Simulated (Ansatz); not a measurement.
Cost and result for the atomization energy of `B[Se]CF` (8 atoms, 7 bonds).

Total charge 0; spin multiplicity 1. Correlated methods include outer-core shells of Se, which these sets cover unevenly. Scalar relativity is left out up to krypton. Geometry: relaxed with PBE0-D4/def2-TZVP. It is one conformer, not always the lowest. Program: Ansatz. All runs use 2 threads of an Arm Neoverse V1 on a shared host. Times are those of one run each, without the atoms' runs, and a repeat can differ threefold. Electronic energies, without spin–orbit coupling; frozen cores. CCSD(T)/CBS adds CCSD(T) − MP2 in def2-TZVPP to the MP2 limit, and its time is that of the two runs behind it. T1 = 0.013. With those shells the extrapolation isn't a true limit.

CCSD(T)/CBS is a level of theory with its own doubt, some kJ/mol a heavy atom from the limit and from the frozen cores, so smaller differences don't rank the functionals.

```
                             level  functions  wall time
                BLYP-D4/def2-TZVPP        197      2.9 s
              revPBE-D4/def2-TZVPP        197      3.1 s
           CAM-B3LYP-D4/def2-TZVPP        197      4.4 s
               BHLYP-D4/def2-TZVPP        197      4.4 s
r2SCAN-D4/def2-TZVPP (with forces)        197        7 s
                 B2PLYP/def2-TZVPP        197      7.5 s
                  CCSD(T)/def2-SVP         94        8 s
                ωB97X-V/def2-TZVPP        197       10 s
                 B97M-V/def2-TZVPP        197       14 s
  ωB97M-V/def2-TZVPP (with forces)        197       15 s
                    MP2/def2-QZVPP        380       28 s
                CCSD(T)/def2-TZVPP        197    2.5 min
                 CCSD(T)/CBS(def2)          –    2.9 min
```

What atomization energy does each give, and how far from CCSD(T)/CBS? (Estimate.)

Ansatz gave: 
| level | atomization (kJ/mol) | difference from CCSD(T)/CBS | per bond |
| --- | --- | --- | --- |
| BLYP-D4/def2-TZVPP | 2747.3 | 7.7 | 1.1 |
| revPBE-D4/def2-TZVPP | 2739.0 | -0.6 | -0.1 |
| CAM-B3LYP-D4/def2-TZVPP | 2750.5 | 10.9 | 1.6 |
| BHLYP-D4/def2-TZVPP | 2656.5 | -83.1 | -11.9 |
| r2SCAN-D4/def2-TZVPP (with forces) | 2763.7 | 24.1 | 3.4 |
| B2PLYP/def2-TZVPP | 2715.4 | -24.2 | -3.5 |
| CCSD(T)/def2-SVP | 2585.1 | -154.5 | -22.1 |
| ωB97X-V/def2-TZVPP | 2747.1 | 7.5 | 1.1 |
| B97M-V/def2-TZVPP | 2746.8 | 7.2 | 1.0 |
| ωB97M-V/def2-TZVPP (with forces) | 2741.3 | 1.7 | 0.2 |
| MP2/def2-QZVPP | 2763.0 | 23.4 | 3.3 |
| CCSD(T)/def2-TZVPP | 2671.8 | -67.8 | -9.7 |
| CCSD(T)/CBS(def2) | 2739.6 | 0.0 | 0.0 |

From PBE to PBE0 (25 % exact exchange), in def2-TZVPP and without D4, the atomization energy moves by −57.2 kJ/mol: exact exchange takes away binding that semilocal exchange gives to molecules. At CCSD(T), def2-SVP lies −154.6 kJ/mol from the extrapolated value and def2-TZVPP −67.9 kJ/mol: correlation converges slowly with the basis, and small sets miss more of it in the bonded molecule than in its fragments. Leaving LDA and LC-ωPBE aside and taking each functional with its dispersion term where it has one, the values, not all of them listed here, spread over 157.0 kJ/mol, from BHLYP-D4 to PBE-D4. LDA lies +375.1 kJ/mol from PBE without D4, its usual overbinding.
